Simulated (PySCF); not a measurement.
Species: Si(OEt)Cl3, C₂H₅Cl₃OSi.
Cartesian coordinates in Å at the PBE0-D3(BJ)/def2-SVP level; atoms count from 1:
```
atom  x, y, z in Å
Si1    0.8846   -0.0555   -1.8224
O2     0.6444   -0.0505   -0.2130
C3    -0.6134    0.0043    0.4440
C4    -0.3893    0.0350    1.9342
H5    -1.1621    0.9033    0.1111
H6    -1.2152   -0.8759    0.1549
H7    -1.3518    0.0841    2.4646
H8     0.1460   -0.8675    2.2639
H9     0.2112    0.9124    2.2160
Cl10   2.8883   -0.0924   -2.1430
Cl11   0.0632    1.6109   -2.6776
Cl12   0.0097   -1.6909   -2.6818
```

Computed at PBE0/pcSseg-1 (PySCF, non-relativistic), with Q(17O) = −0.0256 b, Q(35Cl) = −0.0817 b: O2, 17O (I = 5/2): χzz = -9.822 MHz, η = 0.472; Cl10, 35Cl (I = 3/2): χzz = -46.97 MHz, η = 0.005; Cl11, 35Cl (I = 3/2): χzz = -44.79 MHz, η = 0.048.

(1) Where would the pure quadrupole (NQR) lines of 17O at O2 fall for the rigid, isolated species?

(2) Find the zero-field quadrupole resonance frequencies of 35Cl at Cl10.

(3) Where would the pure quadrupole (NQR) lines of 35Cl at Cl11 fall for the rigid, isolated species?

(4) Apply the simplest Townes–Dailey estimate (no s hybridisation, no π bonding), ionic character = 1 − χzz/χ0, where χ0 is the coupling for one missing p electron along the bond: −109.74 MHz for 35Cl.

Answers

(1) From the eigenvalues of H = χ/[4I(2I − 1)] × [3Iz² − I(I + 1) + η(Ix² − Iy²)], steps between neighbouring levels, labelled as for η = 0: ±1/2↔±3/2 1.794 MHz, ±3/2↔±5/2 2.832 MHz (oxygen bonded to C and Si).

(2) From ν = (|χ|/2)√(1 + η²/3): ν = 23.49 MHz (chlorine bonded to Si). For 37Cl the ratio of quadrupole moments, 0.7881, gives 18.51 MHz.

(3) From ν = (|χ|/2)√(1 + η²/3): ν = 22.40 MHz (chlorine bonded to Si). For 37Cl the ratio of quadrupole moments, 0.7881, gives 17.65 MHz.

(4) Cl10 on Si1: 1 − (-46.97)/(-109.74) = 0.57; Cl11 on Si1: 1 − (-44.79)/(-109.74) = 0.59. In this model a purely covalent bond gives χ0 and a free halide ion gives zero; s hybridisation or π bonding, where present, is counted here as ionic character.

In a crystal, neighbours and librations shift these lines. These gradients aren't converged with respect to the basis.

One conformer stands for the species.
